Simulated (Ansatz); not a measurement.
Isolated molecules relaxed with PBE0-D4/def2-TZVP in Ansatz; ΔE leaves out vibrations. CCSD(T)/CBS adds triple-zeta CCSD(T) − MP2 to the extrapolated MP2 energy (def2 sets, frozen cores). Functionals use def2-TZVPP. B3LYP here is the variant with VWN-RPA as its local correlation; programs differ in this. No spin–orbit coupling; open shells (•) take unrestricted orbitals. For Ge outer-core shells are correlated without core-valence functions, which leaves a few kJ/mol of doubt a bond. Scalar relativity is left out up to krypton. Each species was taken in one conformer, which may not be the lowest.

Reaction (homolysis of the Ge–Si bond): `O[SiH2][SiH2][GeH3]` → `[GeH3]`• + `O[SiH2][SiH2]`•

```json
{"level": "ωB97M-V", "ΔE (kJ/mol)": "312.2"}
{"level": "B3LYP", "ΔE (kJ/mol)": "286.7"}
{"level": "MP2/def2-TZVPP", "ΔE (kJ/mol)": "314.9"}
{"level": "SCS-MP2/def2-TZVPP", "ΔE (kJ/mol)": "313.8"}
{"level": "CCSD/def2-TZVPP", "ΔE (kJ/mol)": "302.6"}
{"level": "HF/def2-QZVPP", "ΔE (kJ/mol)": "218.3"}
{"level": "MP2/def2-QZVPP", "ΔE (kJ/mol)": "321.3"}
{"level": "HF/CBS(def2)", "ΔE (kJ/mol)": "218.0"}
```

Q: What does CCSD(T)/CBS give? (An estimate is asked.)

A: The calculation gave: +321.9 kJ/mol. The listed levels differ from it by -9.7, -35.2, -7.0, -8.1, -19.3, -103.6, -0.6, -103.9 kJ/mol.

Largest T1 diagnostic among the species: 0.014.

The D4 term adds +13.7 kJ/mol with B3LYP and +7.8 kJ/mol with PBE0; it sums over pairs of atoms, weighted by their polarisabilities, and B3LYP, whose exchange is more repulsive, gets the larger term. In def2-TZVPP, CCSD(T) changes the Hartree–Fock value by +89.8 kJ/mol (the triples alone add +7.1 kJ/mol) and MP2 by +94.9 kJ/mol; breaking electron pairs costs correlation energy, which Hartree–Fock lacks.
